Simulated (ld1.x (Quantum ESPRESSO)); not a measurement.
Reading a pseudo-wave (Os)

Columns: radius, all-electron u(r) and pseudo u(r) of the 4f shell (level -51.98 eV) of osmium in the configuration [Xe] 4f14 5d6 6s2 6p0; PBE, scalar-relativistic, PAW scheme, ld1.x (Quantum ESPRESSO) 7.5.

```csv
r (bohr),all-electron,pseudo
0.150,0.4909,0.0384
0.300,1.2366,0.4014
0.450,1.3519,0.9826
0.600,1.1516,1.1265
0.750,0.8936,0.8936
0.900,0.6660,0.6660
1.050,0.4866,0.4866
1.200,0.3519,0.3519
1.350,0.2532,0.2532
1.500,0.1818,0.1818
1.650,0.1306,0.1306
1.800,0.0939,0.0939
1.950,0.0676,0.0676
2.100,0.0488,0.0488
2.250,0.0353,0.0353
2.400,0.0256,0.0256
2.550,0.0186,0.0186
2.700,0.0136,0.0136
2.850,0.0099,0.0099
3.000,0.0072,0.0072
3.150,0.0053,0.0053
3.300,0.0039,0.0039
3.450,0.0028,0.0028
3.600,0.0021,0.0021
3.750,0.0015,0.0015
3.900,0.0011,0.0011
```

Question: How many radial nodes do the two functions have?

Answer: The all-electron 4f function has n − l − 1 = 0; the pseudo-wave has 0.

Question: At about which radius was the pseudo-wave matched?

Answer: 0.75 bohr, where the columns begin to agree (steps of 0.15 bohr).

Question: Where does each function peak?

Answer: Outermost all-electron maximum near 0.45 bohr, pseudo maximum near 0.60 bohr (to the table’s step).

Question: Is the pseudo-wave norm-conserving?

Answer: No, it belongs to a PAW set: the norm inside the radius is not constrained, and the difference is carried by the augmentation charge.
